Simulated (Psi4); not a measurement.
C6H15Ga, charge +1, doublet, geometry from GFN2-xTB (such geometries of metal compounds can be far from the true shape) (a state made from the parent by changing its charge; the spin is typed, not shown lowest); BLYP/STO-3G run with Psi4.

Input for Psi4:
```
memory 2 GB

molecule {
1 2
  Ga   -0.01776811   -0.12910871    0.05102936
  C     2.08034213   -0.13376348   -0.51954619
  C     2.46333240    1.26517856   -0.92165730
  H     2.15448290   -0.85352580   -1.33851908
  H     2.61934808   -0.49468439    0.36005066
  H     2.35491546    1.97272770   -0.09746306
  H     1.88938613    1.61754034   -1.78065627
  H     3.51872213    1.27018140   -1.21447921
  C    -0.15468909   -2.21293612    0.73700398
  C    -1.59709785   -2.42652791    1.09228983
  H     0.52457734   -2.28383461    1.58833241
  H     0.19301385   -2.82413658   -0.09767298
  H    -2.25416334   -2.31952597    0.22653934
  H    -1.92948989   -1.75352312    1.88633786
  H    -1.72100965   -3.44906895    1.46655045
  C    -1.56092428    1.26326896    0.03954732
  C    -1.13255674    2.59253516   -0.58182332
  H    -1.88833077    1.40684393    1.07577678
  H    -2.39680456    0.82464479   -0.51801238
  H    -0.82311852    2.46471342   -1.62043974
  H    -0.31181653    3.04713289   -0.02471433
  H    -1.96934080    3.29035432   -0.56842691
}

set basis sto-3g
set reference uks

energy('blyp')
print_variables()
```

Write the output that Psi4 gives for this input, abridged.


```
   => Loading Basis Set <=

    Name: STO-3G
    Role: ORBITAL
    Keyword: BASIS

         ---------------------------------------------------------
                                   SCF
               by Justin Turney, Rob Parrish, Andy Simmonett
                          and Daniel G. A. Smith
                              UKS Reference
         ---------------------------------------------------------

  ==> Geometry <==

    Molecular point group: c1
    Full point group: C1

    Geometry (in Angstrom), charge = 1, multiplicity = 2:

       Center              X                  Y                   Z               Mass
    ------------   -----------------  -----------------  -----------------  -----------------
         GA          -0.017231484705    -0.111196981313     0.044588416424    68.925573500000
         C            2.080878755295    -0.115851751313    -0.525987133576    12.000000000000
         C            2.463869025295     1.283090288687    -0.928098243576    12.000000000000
         H            2.155019525295    -0.835614071313    -1.344960023576     1.007825032230
         H            2.619884705295    -0.476772661313     0.353609716424     1.007825032230
         H            2.355452085295     1.990639428687    -0.103904003576     1.007825032230
         H            1.889922755295     1.635452068687    -1.787097213576     1.007825032230
         H            3.519258755295     1.288093128687    -1.220920153576     1.007825032230
         C           -0.154152464705    -2.195024391313     0.730563036424    12.000000000000
         C           -1.596561224705    -2.408616181313     1.085848886424    12.000000000000
         H            0.525113965295    -2.265922881313     1.581891466424     1.007825032230
         H            0.193550475295    -2.806224851313    -0.104113923576     1.007825032230
         H           -2.253626714705    -2.301614241313     0.220098396424     1.007825032230
         H           -1.928953264705    -1.735611391313     1.879896916424     1.007825032230
         H           -1.720473024705    -3.431157221313     1.460109506424     1.007825032230
         C           -1.560387654705     1.281180688687     0.033106376424    12.000000000000
         C           -1.132020114705     2.610446888687    -0.588264263576    12.000000000000
         H           -1.887794144705     1.424755658687     1.069335836424     1.007825032230
[...]
      Ntotal   =   80.9999212185 ; deviation = -7.878e-05

   @Spin Contamination Metric:   1.203412881E-03
   @S^2 Expected:                7.500000000E-01
   @S^2 Observed:                7.512034129E-01
   @S   Expected:                5.000000000E-01
   @S   Observed:                5.000000000E-01

    Orbital Energies [Eh]
    ---------------------

    Alpha Occupied:

[...]
    Alpha Virtual:

[...]
      63A      0.312462

    Beta Occupied:

[...]
      40A     -0.335584

    Beta Virtual:

[...]
    Final Occupation by Irrep:
              A
    DOCC [    40 ]
    SOCC [     1 ]
    NA   [    41 ]
    NB   [    40 ]

  @DF-UKS Final Energy: -2136.61535811840713

   => Energetics <=

    Nuclear Repulsion Energy =            529.7017697219698675
    One-Electron Energy =               -4008.5335492802469162
    Two-Electron Energy =                1454.8033768375912587
    DFT Exchange-Correlation Energy =    -112.5869553977211268
    Empirical Dispersion Energy =           0.0000000000000000
    VV10 Nonlocal Energy =                  0.0000000000000000
    Total Energy =                      -2136.6153581184071300

  UHF NO Occupations:
  HONO-2 :   39  A 1.9998618
  HONO-1 :   40  A 1.9995778
  HONO-0 :   41  A 1.0000000
  LUNO+0 :   42  A 0.0004222
  LUNO+1 :   43  A 0.0001382
  LUNO+2 :   44  A 0.0000141
  LUNO+3 :   45  A 0.0000090

Computation Completed

Properties will be evaluated at   0.000000,   0.000000,   0.000000 [a0]

Properties computed using the SCF density matrix

 Multipole Moments:

 ------------------------------------------------------------------------------------
     Multipole            Electronic (a.u.)      Nuclear  (a.u.)        Total (a.u.)
 ------------------------------------------------------------------------------------

 L = 1.  Multiply by 2.5417464519 to convert [e a0] to [Debye]
 Dipole X            :         -0.0865077            0.0831538           -0.0033539
 Dipole Y            :         -2.9828556            2.7755582           -0.2072974
 Dipole Z            :          1.0694330           -0.9980735            0.0713595
 Magnitude           :                                                    0.2192616

 ------------------------------------------------------------------------------------

  Variable Map:
  ----------------------------------------------------------------------------
[...]
  Array Variable Map:
  ----------------------------------------------------------------------------
[...]
[...]
```
